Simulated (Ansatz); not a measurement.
C₃H₇FGe, SMILES `C=[C](C)[GeH2][F]`, relaxed with RKS PBE0-D4/def2-TZVP in Ansatz 0.2.0 from a PBE-D4/def2-SVP geometry. The force threshold is 0.005 eV/Å; the program also tests the step.

The species carries charge 0 and has multiplicity 1.

Start:

```xyz
12

C    -0.147    1.171    1.083
C     0.163    0.232    0.167
C     1.546   -0.008   -0.373
Ge   -1.301   -0.888   -0.488
F    -2.740   -0.333    0.378
H     0.625    1.845    1.498
H    -1.180    1.300    1.444
H     1.893   -1.043   -0.162
H     1.581    0.113   -1.478
H     2.284    0.694    0.068
H    -1.596   -0.691   -2.001
H    -1.127   -2.392   -0.137
```

(1) How much energy does the relaxation release, and in how many steps? (An estimate is asked.)

(2) Which bonds change most? (An estimate is asked.)

(3) Give the relaxed structure. (Best estimate.)

Answers

(1) Ansatz gave: 5.26 kJ/mol, in 5 steps.

(2) Ansatz gave: Ge4–F5 from 1.769 to 1.746 Å; C1–C2 from 1.348 to 1.329 Å; C1–H7 from 1.102 to 1.085 Å; C1–H6 from 1.105 to 1.088 Å.

(3) The calculation gave: 
```xyz
12

C    -0.134    1.164    1.073
C     0.153    0.232    0.171
C     1.529   -0.004   -0.367
Ge   -1.292   -0.884   -0.485
F    -2.732   -0.357    0.351
H     0.641    1.816    1.472
H    -1.142    1.312    1.445
H     1.869   -1.024   -0.159
H     1.561    0.123   -1.454
H     2.249    0.689    0.075
H    -1.580   -0.694   -1.984
H    -1.121   -2.373   -0.137
```
